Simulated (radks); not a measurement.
Valence configurations of Cl+ (all share [Ne]). Method: non-relativistic Kohn-Sham, PBE, spin-unpolarised, spherical densities, point nucleus; computed with a radial shooting solver on a logarithmic mesh with Libxc functionals. Energies are relative to 3s2 3p4; eigenvalues in eV.

valence,E (eV),e(3p),e(3s)
3s2 3p4,0.000,-19.438,-31.918
3s1.5 3p4.5,6.249,-19.715,-32.233
3s1 3p5,12.518,-19.985,-32.540
3s0.5 3p5.5,18.805,-20.248,-32.840
3p6,25.109,-20.505,-

NIST lists [Ne] 3s2 3p4 as the ground configuration; this level of theory agrees among the configurations tried. The energies are those of spherical spin-averaged densities, not of single terms.
